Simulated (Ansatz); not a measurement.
`N#C[Si](N)(N)Cl` + HCl → `N[Si](N)(Cl)Cl` + `C#N`  (ligand exchange at the Si–C bond)

Program: Ansatz. Geometries: PBE0-D4/def2-TZVP. ΔE: electronic, gas phase. CCSD(T)/CBS adds triple-zeta CCSD(T) − MP2 to the extrapolated MP2 energy (def2 sets, frozen cores). This one scheme is used for every species. Functionals use def2-TZVPP. One conformer a species, not always the lowest.

| species | LDA (SPW92) energy (Eh) |
| --- | --- |
| `N#C[Si](N)(N)Cl` | -950.36139 |
| HCl | -459.31375 |
| `N[Si](N)(Cl)Cl` | -1317.04806 |
| `C#N` | -92.64908 |

(1) Work out ΔE.

(2) What do rigid-rotor, harmonic-oscillator terms from PBE0-D4/def2-TZVP frequencies (298.15 K, 1 bar) make of the CCSD(T)/CBS value? (Estimate.)

Largest T1 diagnostic among the species: 0.014.

## Answers

(1) ΔE = (-1317.04806) + (-92.64908) − (-950.36139) − (-459.31375) = -0.02200 Eh = -13.8 kcal/mol. CCSD(T)/CBS gives -14.4 kcal/mol.

(2) The calculation gave: ΔZPE = +1.8 kcal/mol, ΔH = -13.1 kcal/mol, ΔS = -7 J/(mol·K), ΔG = -12.6 kcal/mol.

At CCSD(T), def2-SVP lies +1.5 kcal/mol from the extrapolated value and def2-TZVPP +1.3 kcal/mol. Leaving LDA and LC-ωPBE aside and taking each functional with its dispersion term where it has one, the values, not all of them listed here, spread over 1.2 kcal/mol, from r2SCAN0-D4 to BLYP-D4.
